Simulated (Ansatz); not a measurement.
The first iterations of a band of C₂H₄BrFSn (9 atoms, charge 0, multiplicity 1).

Method: RKS PBE0/def2-SVP (Ansatz 0.2.0).

| Property | Result |
| --- | --- |
| movable images | 7 |
| climbing image | yes |
| spring | 5.0 eV/Å² |
| optimiser | quadratic models (default) |
| start path | IDPP |
| force threshold | 0.05 eV/Å |
| iteration limit | 60 |
| end points | relaxed |

First end point:

```xyz
9
Properties=species:S:1:pos:R:3
F 1.232 -1.141 -1.227
C 1.521 -0.224 -0.313
Br 3.381 0.026 -0.168
C 0.593 0.414 0.389
Sn -1.490 0.003 0.095
H 0.925 1.153 1.120
H -1.920 0.361 -1.522
H -1.800 -1.645 0.431
H -2.353 1.007 1.178
```

Last end point:

```xyz
9
Properties=species:S:1:pos:R:3
F 0.959 -1.154 1.434
C 1.426 -0.229 0.607
Br 3.277 0.021 0.845
C 0.660 0.417 -0.262
Sn -1.439 0.005 -0.400
H 1.132 1.163 -0.904
H -2.069 1.031 -1.616
H -1.672 -1.635 -0.824
H -2.186 0.333 1.103
```

| iteration | highest image above the first end (eV) | largest band force component (eV/Å) |
| --- | --- | --- |
| 1 | 0.096 | 0.878 |
| 2 | 0.035 | 0.622 |

**Question.** Does the band converge within its limit, and where does its top end?

**Answer.** The run converged. It ended after 6 iterations with the highest image 0.016 eV above the first end. A vibrational analysis at the climbing image gives one clearly imaginary mode, 52i cm⁻¹: a first-order saddle point.

Run time: 2.5 min on 2 threads of Intel(R) Xeon(R) Platinum 8488C (Sapphire Rapids), on a shared host, peak memory 0.37 GiB.
